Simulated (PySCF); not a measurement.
Cartesian coordinates (Å):
```xyz
15

W      0.0140     0.2272    -0.0943
Cl     0.8716    -1.4427    -1.6262
Cl    -0.9339    -1.4508     1.3872
N     -1.8159     0.1187    -0.8288
H     -2.0382     0.4686    -1.7615
H     -2.5701    -0.4514    -0.4536
N      0.8615     1.3748    -1.4399
H      0.8784     2.3928    -1.4071
H      1.3409     1.0061    -2.2612
N      1.5158    -0.0010     1.1676
H      1.5098    -0.5987     1.9908
H      2.4604     0.3079     0.9350
N     -0.4822     1.8806     0.8325
H     -1.3262     2.4137     0.6299
H      0.1210     2.3620     1.4972
```
Charge 0, multiplicity 1.

Question: Predict the HOMO, charge on the central atom (Mulliken) and LUMO from TPSSh-D3(BJ)/def2-TZVP // r2SCAN-D4/def2-SVP run with PySCF.

Answer: 
```yaml
HOMO: -6.62 eV
charge on the central atom (Mulliken): 1.26 e
LUMO: -2.98 eV
```
